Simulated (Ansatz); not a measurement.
Basis-set extrapolation for `BN/C(C)=C\F` (PBE0-D4/def2-TZVP geometry, frozen core, Ansatz 0.2.0). Multiplicity 1, RHF reference.

```json
{"": "HF", "def2-TZVPP": "-296.378633", "def2-QZVPP": "-296.392320"}
{"": "MP2 correlation", "def2-TZVPP": "-1.052293", "def2-QZVPP": "-1.129178"}
{"": "CCSD(T) correlation", "def2-TZVPP": "-1.137590", "def2-QZVPP": "not run"}
```

Energies in hartree. Use E(X) = E(∞) + A·exp(−7.88·√X) for Hartree–Fock and E(X) = E(∞) + B·X^(−2.97) for correlation, with X = 3 and 4, and add CCSD(T) minus MP2 of the smaller set to the MP2 limit.

Task: What is the CCSD(T) energy at the basis-set limit?

Result: HF limit: -296.392320 + (-0.013687) × 0.13774 = -296.39421. MP2 limit: -1.129178 + (-0.076885) × 0.74074 = -1.18613. Higher-order term: -1.137590 − (-1.052293) = -0.08530. Total: -297.66564 hartree, 4.07 eV below CCSD(T)/def2-TZVPP.
